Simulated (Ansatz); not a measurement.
Ansatz (an electronic-structure program) input (HF/6-31G*):

Ansatz 0.2 input:
```yaml
crystal:
  periodic: [false, false, false]
  atoms:
    - {symbol: C, position_ang: [-0.74259559, 1.77389508, -1.08759682]}
    - {symbol: Si, position_ang: [-0.38251289, 0.27356759, -0.26201875]}
    - {symbol: C, position_ang: [-1.91403792, -0.84069560, 0.00269848]}
    - {symbol: P, position_ang: [1.14508293, -1.41285482, -0.96889497]}
    - {symbol: P, position_ang: [0.43948439, 0.73494573, 1.84810665]}
    - {symbol: H, position_ang: [-1.47384412, 1.77750115, -1.88850219]}
    - {symbol: H, position_ang: [-0.01271285, 2.56949571, -1.16771699]}
    - {symbol: H, position_ang: [-2.33812904, -1.14163412, -0.95450047]}
    - {symbol: H, position_ang: [-2.68003333, -0.29310938, 0.54471899]}
    - {symbol: H, position_ang: [-1.68223034, -1.74688560, 0.55762196]}
    - {symbol: H, position_ang: [0.71097412, -1.52736026, -2.30821418]}
    - {symbol: H, position_ang: [2.24274603, -0.58396535, -1.27911537]}
    - {symbol: H, position_ang: [1.52424298, -0.15904516, 1.97558151]}
    - {symbol: H, position_ang: [1.23545825, 1.84449615, 1.50960418]}
basis:
  gaussian:
    orbitals: 6-31G*
hamiltonian:
  xc: {name: HF}
total_charge: -1
phonons: {temperatures: {t_min: 298.15, t_max: 298.15, t_step: 100}}
```

Output:

```
Functional definition: HF
integrals: 0.06 GiB planned
1159 factors; integrals over basis functions are off by at most 5.6e-4 eV
mean field: 0.42 GiB planned
mean field evaluation 1: about -28603.8916 eV, gradient 3.0e1 eV
mean field evaluation 2: about -28603.9789 eV, gradient 3.0e1 eV
mean field evaluation 4: about -28607.1547 eV, gradient 3.9e0 eV
mean field evaluation 8: about -28607.2235 eV, gradient 2.2e-1 eV
mean field -28607.22385670 eV, -1051.2960860609 hartree, gradient 1.3e-5 eV, S^2 0.000000; 0 other end points of the search recorded, 0 dependent functions left out
the calculation of the forces begins
reference -28607.22385670 eV, -1051.2960860609 hartree; 33, 33 occupied and 72, 72 virtual orbitals, 1159 factors
these checks for a lower state are left out or cut short: stability, starts, cluster_reference, orbital_swaps, neighbouring_geometries, increment
integrals: 0.06 GiB planned
1159 factors; integrals over basis functions are off by at most 5.6e-4 eV
mean field: 0.42 GiB planned
mean field evaluation 16: about -28607.2237 eV, gradient 1.8e-4 eV
mean field -28607.22373676 eV, -1051.2960816534 hartree, gradient 1.9e-6 eV, S^2 0.000000; 0 other end points of the search recorded, 0 dependent functions left out
the calculation of the forces begins
reference -28607.22373676 eV, -1051.2960816534 hartree; 33, 33 occupied and 72, 72 virtual orbitals, 1159 factors
these checks for a lower state are left out or cut short: stability, starts, cluster_reference, orbital_swaps, neighbouring_geometries, increment
integrals: 0.06 GiB planned
1159 factors; integrals over basis functions are off by at most 5.6e-4 eV
mean field: 0.42 GiB planned
mean field -28607.22374156 eV, -1051.2960818295 hartree, gradient 1.4e-6 eV, S^2 0.000000; 0 other end points of the search recorded, 0 dependent functions left out
the calculation of the forces begins
reference -28607.22374156 eV, -1051.2960818295 hartree; 33, 33 occupied and 72, 72 virtual orbitals, 1159 factors
these checks for a lower state are left out or cut short: stability, starts, cluster_reference, orbital_swaps, neighbouring_geometries, increment
integrals: 0.06 GiB planned
1159 factors; integrals over basis functions are off by at most 5.6e-4 eV
mean field: 0.42 GiB planned
mean field -28607.22371554 eV, -1051.2960808733 hartree, gradient 2.0e-6 eV, S^2 0.000000; 0 other end points of the search recorded, 0 dependent functions left out
the calculation of the forces begins
reference -28607.22371554 eV, -1051.2960808733 hartree; 33, 33 occupied and 72, 72 virtual orbitals, 1159 factors
these checks for a lower state are left out or cut short: stability, starts, cluster_reference, orbital_swaps, neighbouring_geometries, increment
integrals: 0.06 GiB planned
1159 factors; integrals over basis functions are off by at most 5.6e-4 eV
mean field: 0.42 GiB planned
mean field evaluation 32: about -28607.2237 eV, gradient 1.2e-1 eV
mean field -28607.22371604 eV, -1051.2960808919 hartree, gradient 2.0e-6 eV, S^2 0.000000; 0 other end points of the search recorded, 0 dependent functions left out
the calculation of the forces begins
reference -28607.22371604 eV, -1051.2960808919 hartree; 33, 33 occupied and 72, 72 virtual orbitals, 1159 factors
these checks for a lower state are left out or cut short: stability, starts, cluster_reference, orbital_swaps, neighbouring_geometries, increment
integrals: 0.06 GiB planned
1159 factors; integrals over basis functions are off by at most 5.6e-4 eV
mean field: 0.42 GiB planned
mean field -28607.22375529 eV, -1051.2960823343 hartree, gradient 1.5e-6 eV, S^2 0.000000; 0 other end points of the search recorded, 0 dependent functions left out
the calculation of the forces begins
reference -28607.22375529 eV, -1051.2960823343 hartree; 33, 33 occupied and 72, 72 virtual orbitals, 1159 factors
these checks for a lower state are left out or cut short: stability, starts, cluster_reference, orbital_swaps, neighbouring_geometries, increment
integrals: 0.06 GiB planned
1159 factors; integrals over basis functions are off by at most 5.6e-4 eV
mean field: 0.42 GiB planned
mean field -28607.22375812 eV, -1051.2960824383 hartree, gradient 2.1e-6 eV, S^2 0.000000; 0 other end points of the search recorded, 0 dependent functions left out
the calculation of the forces begins
reference -28607.22375812 eV, -1051.2960824383 hartree; 33, 33 occupied and 72, 72 virtual orbitals, 1159 factors
these checks for a lower state are left out or cut short: stability, starts, cluster_reference, orbital_swaps, neighbouring_geometries, increment
integrals: 0.06 GiB planned
1159 factors; integrals over basis functions are off by at most 5.6e-4 eV
mean field: 0.42 GiB planned
mean field -28607.22378018 eV, -1051.2960832490 hartree, gradient 1.9e-6 eV, S^2 0.000000; 0 other end points of the search recorded, 0 dependent functions left out
[...]
mean field evaluation 448: about -28607.2238 eV, gradient 9.1e-5 eV
mean field -28607.22380965 eV, -1051.2960843320 hartree, gradient 9.6e-7 eV, S^2 0.000000; 0 other end points of the search recorded, 0 dependent functions left out
the calculation of the forces begins
reference -28607.22380965 eV, -1051.2960843320 hartree; 33, 33 occupied and 72, 72 virtual orbitals, 1159 factors
these checks for a lower state are left out or cut short: stability, starts, cluster_reference, orbital_swaps, neighbouring_geometries, increment
integrals: 0.06 GiB planned
1159 factors; integrals over basis functions are off by at most 5.6e-4 eV
mean field: 0.42 GiB planned
mean field -28607.22381388 eV, -1051.2960844873 hartree, gradient 9.8e-7 eV, S^2 0.000000; 0 other end points of the search recorded, 0 dependent functions left out
the calculation of the forces begins
reference -28607.22381388 eV, -1051.2960844873 hartree; 33, 33 occupied and 72, 72 virtual orbitals, 1159 factors
these checks for a lower state are left out or cut short: stability, starts, cluster_reference, orbital_swaps, neighbouring_geometries, increment
integrals: 0.06 GiB planned
1159 factors; integrals over basis functions are off by at most 5.6e-4 eV
mean field: 0.42 GiB planned
mean field -28607.22382332 eV, -1051.2960848343 hartree, gradient 2.9e-6 eV, S^2 0.000000; 0 other end points of the search recorded, 0 dependent functions left out
the calculation of the forces begins
reference -28607.22382332 eV, -1051.2960848343 hartree; 33, 33 occupied and 72, 72 virtual orbitals, 1159 factors
these checks for a lower state are left out or cut short: stability, starts, cluster_reference, orbital_swaps, neighbouring_geometries, increment
integrals: 0.06 GiB planned
1159 factors; integrals over basis functions are off by at most 5.6e-4 eV
mean field: 0.42 GiB planned
mean field -28607.22381975 eV, -1051.2960847030 hartree, gradient 9.4e-7 eV, S^2 0.000000; 0 other end points of the search recorded, 0 dependent functions left out
the calculation of the forces begins
reference -28607.22381975 eV, -1051.2960847030 hartree; 33, 33 occupied and 72, 72 virtual orbitals, 1159 factors
these checks for a lower state are left out or cut short: stability, starts, cluster_reference, orbital_swaps, neighbouring_geometries, increment
integrals: 0.06 GiB planned
1159 factors; integrals over basis functions are off by at most 5.6e-4 eV
mean field: 0.42 GiB planned
mean field -28607.22384991 eV, -1051.2960858114 hartree, gradient 1.2e-6 eV, S^2 0.000000; 0 other end points of the search recorded, 0 dependent functions left out
the calculation of the forces begins
reference -28607.22384991 eV, -1051.2960858114 hartree; 33, 33 occupied and 72, 72 virtual orbitals, 1159 factors
these checks for a lower state are left out or cut short: stability, starts, cluster_reference, orbital_swaps, neighbouring_geometries, increment
integrals: 0.06 GiB planned
1159 factors; integrals over basis functions are off by at most 5.6e-4 eV
mean field: 0.42 GiB planned
mean field evaluation 480: about -28607.2239 eV, gradient 1.1e-6 eV
mean field -28607.22385031 eV, -1051.2960858259 hartree, gradient 1.1e-6 eV, S^2 0.000000; 0 other end points of the search recorded, 0 dependent functions left out
the calculation of the forces begins
reference -28607.22385031 eV, -1051.2960858259 hartree; 33, 33 occupied and 72, 72 virtual orbitals, 1159 factors
these checks for a lower state are left out or cut short: stability, starts, cluster_reference, orbital_swaps, neighbouring_geometries, increment
integrals: 0.06 GiB planned
1159 factors; integrals over basis functions are off by at most 5.6e-4 eV
mean field: 0.42 GiB planned
mean field -28607.22382623 eV, -1051.2960849414 hartree, gradient 9.5e-7 eV, S^2 0.000000; 0 other end points of the search recorded, 0 dependent functions left out
the calculation of the forces begins
reference -28607.22382623 eV, -1051.2960849414 hartree; 33, 33 occupied and 72, 72 virtual orbitals, 1159 factors
these checks for a lower state are left out or cut short: stability, starts, cluster_reference, orbital_swaps, neighbouring_geometries, increment
integrals: 0.06 GiB planned
1159 factors; integrals over basis functions are off by at most 5.6e-4 eV
mean field: 0.42 GiB planned
mean field -28607.22382983 eV, -1051.2960850735 hartree, gradient 3.0e-6 eV, S^2 0.000000; 0 other end points of the search recorded, 0 dependent functions left out
the calculation of the forces begins
reference -28607.22382983 eV, -1051.2960850735 hartree; 33, 33 occupied and 72, 72 virtual orbitals, 1159 factors
these checks for a lower state are left out or cut short: stability, starts, cluster_reference, orbital_swaps, neighbouring_geometries, increment
integrals: 0.06 GiB planned
1159 factors; integrals over basis functions are off by at most 5.6e-4 eV
mean field: 0.42 GiB planned
mean field -28607.22380431 eV, -1051.2960841358 hartree, gradient 1.6e-6 eV, S^2 0.000000; 0 other end points of the search recorded, 0 dependent functions left out
the calculation of the forces begins
reference -28607.22380431 eV, -1051.2960841358 hartree; 33, 33 occupied and 72, 72 virtual orbitals, 1159 factors
these checks for a lower state are left out or cut short: stability, starts, cluster_reference, orbital_swaps, neighbouring_geometries, increment
integrals: 0.06 GiB planned
1159 factors; integrals over basis functions are off by at most 5.6e-4 eV
mean field: 0.42 GiB planned
mean field -28607.22380915 eV, -1051.2960843136 hartree, gradient 1.6e-6 eV, S^2 0.000000; 0 other end points of the search recorded, 0 dependent functions left out
the calculation of the forces begins
reference -28607.22380915 eV, -1051.2960843136 hartree; 33, 33 occupied and 72, 72 virtual orbitals, 1159 factors
these checks for a lower state are left out or cut short: stability, starts, cluster_reference, orbital_swaps, neighbouring_geometries, increment
integrals: 0.06 GiB planned
1159 factors; integrals over basis functions are off by at most 5.6e-4 eV
mean field: 0.42 GiB planned
mean field -28607.22384862 eV, -1051.2960857638 hartree, gradient 1.2e-6 eV, S^2 0.000000; 0 other end points of the search recorded, 0 dependent functions left out
the calculation of the forces begins
reference -28607.22384862 eV, -1051.2960857638 hartree; 33, 33 occupied and 72, 72 virtual orbitals, 1159 factors
these checks for a lower state are left out or cut short: stability, starts, cluster_reference, orbital_swaps, neighbouring_geometries, increment
integrals: 0.06 GiB planned
1159 factors; integrals over basis functions are off by at most 5.6e-4 eV
mean field: 0.42 GiB planned
mean field evaluation 512: about -28607.2238 eV, gradient 4.4e-2 eV
mean field -28607.22384637 eV, -1051.2960856815 hartree, gradient 1.2e-6 eV, S^2 0.000000; 0 other end points of the search recorded, 0 dependent functions left out
the calculation of the forces begins
reference -28607.22384637 eV, -1051.2960856815 hartree; 33, 33 occupied and 72, 72 virtual orbitals, 1159 factors
Total energy: -28607.22385670 eV, -1051.2960860609 hartree
Atom 0 at    -0.742596     1.773895    -1.087597 Å, force    -0.000953    -0.000137    -0.000608 eV/Å
Atom 1 at    -0.382513     0.273568    -0.262019 Å, force     0.000256     0.001065     0.000580 eV/Å
Atom 2 at    -1.914038    -0.840696     0.002698 Å, force    -0.000832    -0.001011     0.000179 eV/Å
Atom 3 at     1.145083    -1.412855    -0.968895 Å, force     0.000806    -0.000432     0.000221 eV/Å
Atom 4 at     0.439484     0.734946     1.848107 Å, force     0.001434     0.000246    -0.000383 eV/Å
Atom 5 at    -1.473844     1.777501    -1.888502 Å, force     0.000513     0.000513     0.000141 eV/Å
Atom 6 at    -0.012713     2.569496    -1.167717 Å, force     0.000232     0.000105     0.000073 eV/Å
Atom 7 at    -2.338129    -1.141634    -0.954500 Å, force    -0.000108    -0.000148     0.000393 eV/Å
Atom 8 at    -2.680033    -0.293109     0.544719 Å, force     0.000133     0.000283     0.000059 eV/Å
Atom 9 at    -1.682230    -1.746886     0.557622 Å, force     0.000252     0.000187    -0.000413 eV/Å
Atom 10 at     0.710974    -1.527360    -2.308214 Å, force    -0.000082    -0.000224    -0.000540 eV/Å
Atom 11 at     2.242746    -0.583965    -1.279115 Å, force    -0.000031    -0.000169    -0.000060 eV/Å
Atom 12 at     1.524243    -0.159045     1.975582 Å, force    -0.000894     0.000739    -0.000083 eV/Å
Atom 13 at     1.235458     1.844496     1.509604 Å, force    -0.000726    -0.001017     0.000440 eV/Å
Dipole moment:     0.094698    -0.407545     0.078826 e Å
Vibrations: 107.37 122.13 131.26 154.91 175.92 217.13 218.50 244.31 336.98 375.50 436.21 502.07 656.58 669.86 676.44 702.89 777.68 811.69 884.61 905.22 973.26 1222.77 1232.45 1426.44 1530.63 1612.70 1615.47 2517.44 2527.95 2539.16 2564.67 3172.44 3225.55 3230.50 3253.81 3287.89 cm⁻¹, zero-point energy 2.792150 eV
```

The blocks after the first are displaced geometries, from whose forces the wavenumbers follow.

The dipole moment of an ion depends on the origin.
